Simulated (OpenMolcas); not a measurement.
**C2H7Ga (SMILES [CH3][GaH][CH3]): methods side by side**

C2H7Ga has 10 atoms, charge 0, and is taken as a singlet. As SMILES, `[CH3][GaH][CH3]`. Geometry: relaxed at PBE0-D4/def2-TZVP.

```xyz
10

C    -1.0634    1.1428   -0.7118
Ga    0.6490    0.2661   -0.2813
C     0.6815   -1.3215    0.8869
H    -1.5337    0.6142   -1.5482
H    -0.9354    2.1838   -1.0115
H    -1.7597    1.0952    0.1286
H     1.9973    0.8365   -0.8726
H     0.6877   -0.9940    1.9323
H     1.5693   -1.9359    0.7305
H    -0.2096   -1.9383    0.7501
```

Each level gives the electronic atomisation energy (eV). The values are calculated. Electronic energies at fixed atoms, without zero-point motion or spin-orbit coupling.

| level | kind | program | value (eV) | CPU time (all runs) |
| --- | --- | --- | --- | --- |
| HF/def2-SVP | Hartree–Fock | OpenMolcas | 26.81 | 24 s |
| PBE/def2-SVP | GGA | OpenMolcas | 34.88 | 66 s |
| M06-L/def2-SVP | meta-GGA | OpenMolcas | 34.90 | 95 s |
| r2SCAN/def2-SVP | meta-GGA | OpenMolcas | 34.91 | 86 s |
| B3LYP/def2-SVP | global hybrid | OpenMolcas | 34.47 | 68 s |
| BHLYP/def2-SVP | global hybrid | OpenMolcas | 34.09 | 66 s |
| M06-2X/def2-SVP | hybrid meta-GGA | OpenMolcas | 34.64 | 78 s |
| PBE0/def2-SVP | global hybrid | OpenMolcas | 34.79 | 65 s |

All-electron rows without a relativistic Hamiltonian named are non-relativistic. The values span 26.81 to 34.91 eV. Times are those of the runs behind each value, whatever else they computed, on shared processors of several kinds: orders of magnitude only.
